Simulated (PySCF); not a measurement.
# Basis-set dependence of population analyses: `C[SiH]1CC1`

Species: C3H8Si.
Cartesian coordinates in Å at the PBE0-D3(BJ)/def2-SVP level; atoms count from 1:
```xyz
12
C3H8Si angstrom
C      1.8476    0.1984   -0.2570
Si     0.2505   -0.2264    0.6171
C     -1.2422   -0.7616   -0.3533
C     -1.3193    0.6776    0.2007
H      2.4969   -0.6852   -0.3549
H      1.6267    0.5757   -1.2668
H      2.4066    0.9760    0.2858
H      0.3937   -0.7559    1.9993
H     -1.9360   -1.4902    0.0811
H     -1.1704   -0.8613   -1.4427
H     -2.0663    0.8668    0.9796
H     -1.2854    1.4845   -0.5409
```

PBE0 throughout (PySCF), one geometry, spherical d and f functions. Geometry: PBE0-D3(BJ)/def2-SVP; no solvent, vibrations or thermal averaging. Atoms taken as equivalent share a column and are averaged.

Mulliken charges (e):

```csv
basis,functions,C1,Si2,C3/C4,H5/H6/H7,H8,H9/H11,H10/H12
STO-3G,32,-0.393,+0.620,-0.315,+0.079,-0.108,+0.069,+0.068
6-31G,56,-0.810,+0.767,-0.605,+0.197,-0.109,+0.194,+0.191
pcSseg-0,56,-1.180,+1.189,-0.909,+0.265,-0.053,+0.268,+0.266
6-31G*,76,-0.760,+0.497,-0.526,+0.202,-0.062,+0.195,+0.190
cc-pVDZ,100,-0.259,+0.246,-0.190,+0.070,-0.041,+0.058,+0.055
def2-SVP,100,-0.338,+0.363,-0.262,+0.082,-0.061,+0.080,+0.077
"6-311+G(2d,p)",164,-0.756,+0.739,-0.447,+0.165,-0.057,+0.119,+0.118
aug-cc-pVDZ,168,+0.360,+0.357,+0.762,-0.244,+0.243,-0.417,-0.459
def2-TZVP,178,-0.486,+0.255,-0.347,+0.145,-0.019,+0.129,+0.126
IGLO-III,229,-0.621,+0.780,-0.454,+0.144,-0.169,+0.123,+0.119
cc-pVTZ,236,-0.385,+0.240,-0.291,+0.110,-0.030,+0.108,+0.107
```

IAO charges (e):

```tsv
basis	functions	C1	Si2	C3/C4	H5/H6/H7	H8	H9/H11	H10/H12
STO-3G	32	-0.635	+0.837	-0.506	+0.136	-0.100	+0.126	+0.124
6-31G	56	-0.700	+0.694	-0.521	+0.166	-0.080	+0.159	+0.156
pcSseg-0	56	-0.706	+0.727	-0.535	+0.165	-0.080	+0.159	+0.157
6-31G*	76	-0.702	+0.789	-0.527	+0.159	-0.110	+0.152	+0.148
cc-pVDZ	100	-0.700	+0.789	-0.529	+0.158	-0.108	+0.153	+0.149
def2-SVP	100	-0.694	+0.806	-0.525	+0.156	-0.114	+0.148	+0.145
6-311+G(2d,p)	164	-0.724	+0.826	-0.550	+0.163	-0.115	+0.158	+0.154
aug-cc-pVDZ	168	-0.712	+0.793	-0.540	+0.162	-0.107	+0.157	+0.153
def2-TZVP	178	-0.727	+0.835	-0.552	+0.164	-0.117	+0.158	+0.153
IGLO-III	229	-0.727	+0.836	-0.554	+0.164	-0.116	+0.158	+0.154
cc-pVTZ	236	-0.724	+0.821	-0.549	+0.164	-0.113	+0.158	+0.154
```

Some averages cover members that differ in this geometry, most widely: H5/H6/H7, Mulliken in aug-cc-pVDZ -0.261 to -0.229 e.

Problem. Which scheme is steadiest as the basis changes?

Solution. Largest range over the bases for any column: IAO 0.14 e, Mulliken 1.67 e. IAO charges move least and Mulliken charges most, counted in e. Without the minimal STO-3G basis the ranges are IAO 0.14, Mulliken 1.67 e.

Problem. How much do the charges still move between the two largest bases, IGLO-III and cc-pVTZ?

Solution. At most, over all atoms: Mulliken 0.540 e, IAO 0.015 e.

Problem. What do the same runs give for the total energy, the frontier levels and the dipole moment?

Solution. 
| basis | energy (Eh) | HOMO (eV) | LUMO (eV) | μ (D) |
| --- | --- | --- | --- | --- |
| STO-3G | -403.5824 | -4.54 | 6.34 | 0.94 |
| 6-31G | -408.2446 | -6.55 | 1.49 | 0.72 |
| pcSseg-0 | -407.7127 | -6.94 | 1.35 | 0.77 |
| 6-31G* | -408.3012 | -6.39 | 1.39 | 0.75 |
| cc-pVDZ | -408.3228 | -6.49 | 1.33 | 0.81 |
| def2-SVP | -408.1480 | -6.56 | 1.33 | 0.83 |
| 6-311+G(2d,p) | -408.3674 | -6.59 | 0.17 | 0.85 |
| aug-cc-pVDZ | -408.3318 | -6.56 | -0.02 | 0.82 |
| def2-TZVP | -408.3780 | -6.56 | 0.83 | 0.85 |
| IGLO-III | -408.3833 | -6.57 | 0.79 | 0.86 |
| cc-pVTZ | -408.3785 | -6.56 | 0.98 | 0.84 |

The dipole is fixed by the density alone, so its range of 0.22 D shows that the density itself changes with the basis, not only its division among atoms.
